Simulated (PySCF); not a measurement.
SMILES c1cc(cc(c1)C(C)=O)O at its GFN2-xTB optimised geometry (Å):

```
18

C     -0.6305    -2.6739    -0.0672
C     -1.3764    -1.3643    -0.0043
O     -2.5864    -1.3253     0.0411
C     -0.5633    -0.1199    -0.0024
C      0.8298    -0.1082    -0.0014
C      1.5067     1.0992     0.0004
C      0.8204     2.2986     0.0000
C     -0.5731     2.2986     0.0000
O     -1.2182     3.4920     0.0000
C     -1.2537     1.0912    -0.0004
H      0.0048    -2.7822     0.8091
H     -1.3456    -3.4920    -0.0945
H     -0.0067    -2.7085    -0.9573
H      1.3911    -1.0282     0.0010
H      2.5864     1.1072     0.0027
H      1.3399     3.2434     0.0005
H     -2.1729     3.3491     0.0020
H     -2.3353     1.0639     0.0000
```

Calculation: PBE/def2-SVP (PySCF 2.14.0). Cells within 0.4 Å of a nucleus heavier than hydrogen are left out (blank, or x).

Map of the deformation density (molecule minus spherical neutral atoms) (e/bohr³) on the plane z = 0.0 Å:

```
|2222222222222222222222222|
|2222222222222222222222222|
|2222222112222222222222222|
|2222221112321111122222222|
|222221114xx11111112222222|
|222221017x100158112222222|
|2222211111523376211222222|
|2222221101xx9xx2111222222|
|2222211113932286111122222|
|222221145x71004x562112222|
|222221167xx1003xx83112222|
|2222211113931177221122222|
|2222222101xx8xx3111222222|
|22222221027x54x5211222222|
|2222239535721159212222222|
|222223xx9x410122112222222|
|2222226425720111122222222|
|2222222113731111222222222|
|2222222113xx3112222222222|
|2222222126721112222222222|
|2222222113311122222222222|
|2222222211111222222222222|
|2222222221222222222222222|
|2222222222222222222222222|
|2222222222222222222222222|
```
Scale: ten equal steps from -0.029 (start of '0') to 0.105 (end of '9'), in the order '0123456789'; x runs from -5.50 to 5.50, y from -5.50 (bottom) to 5.50 (top).
